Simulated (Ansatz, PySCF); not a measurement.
O₃Zr, SMILES [O]=[Zr]1[O][O]1, multiplicity 1. Atoms are numbered in the order given.

```xyz
4

Zr     0.2970     0.2896     0.0000
O     -0.8962     1.5864     0.0000
O     -0.3563    -1.4079     0.7464
O     -0.3563    -1.4079    -0.7464
```
Charge 0, spin multiplicity 1.

Coordinates come from a B3LYP-D3(BJ)/def2-TZVP optimisation. The spin state was assumed, not searched. The def2 effective core potentials stand for the cores of Zr; spin–orbit coupling is left out.

Two levels are set side by side: PBE-D3(BJ)/def2-TZVP (Ansatz, a quantum-chemistry and plane-wave program) and B3LYP-D3(BJ)/def2-TZVP (Ansatz). Each level has its own optimised geometry; the coordinates shown are those of the second. Frequencies come from the Hessian of PySCF at each geometry. Differences are taken from unrounded values.

| quantity | B3LYP-D3(BJ) |
|---|---|
| mean bond length (Å) | 1.797 |
| bond Zr1–O2 (Å) | 1.762 |
| bond Zr1–O3 (Å) | 1.966 |
| bond Zr1–O4 (Å) | 1.966 |
| bond O3–O4 (Å) | 1.493 |
| highest harmonic wavenumber (cm⁻¹) | 930 |
| mean harmonic wavenumber (cm⁻¹) | 567 |
| zero-point energy (kcal/mol) | 4.86 |

Problem. What does PBE-D3(BJ) give, and how far is it from B3LYP-D3(BJ)? (Estimate from the structure and the level; the computed values follow.)

Solution. 
```json
[
 {"quantity": "mean bond length (Å)", "PBE-D3(BJ)": "1.802", "PBE-D3(BJ) minus B3LYP-D3(BJ)": "0.005"},
 {"quantity": "bond Zr1–O2 (Å)", "PBE-D3(BJ)": "1.771", "PBE-D3(BJ) minus B3LYP-D3(BJ)": "0.008"},
 {"quantity": "bond Zr1–O3 (Å)", "PBE-D3(BJ)": "1.971", "PBE-D3(BJ) minus B3LYP-D3(BJ)": "0.005"},
 {"quantity": "bond Zr1–O4 (Å)", "PBE-D3(BJ)": "1.971", "PBE-D3(BJ) minus B3LYP-D3(BJ)": "0.005"},
 {"quantity": "bond O3–O4 (Å)", "PBE-D3(BJ)": "1.494", "PBE-D3(BJ) minus B3LYP-D3(BJ)": "0.001"},
 {"quantity": "highest harmonic wavenumber (cm⁻¹)", "PBE-D3(BJ)": "902", "PBE-D3(BJ) minus B3LYP-D3(BJ)": "-28"},
 {"quantity": "mean harmonic wavenumber (cm⁻¹)", "PBE-D3(BJ)": "555", "PBE-D3(BJ) minus B3LYP-D3(BJ)": "-12"},
 {"quantity": "zero-point energy (kcal/mol)", "PBE-D3(BJ)": "4.76", "PBE-D3(BJ) minus B3LYP-D3(BJ)": "-0.11"}
]
```
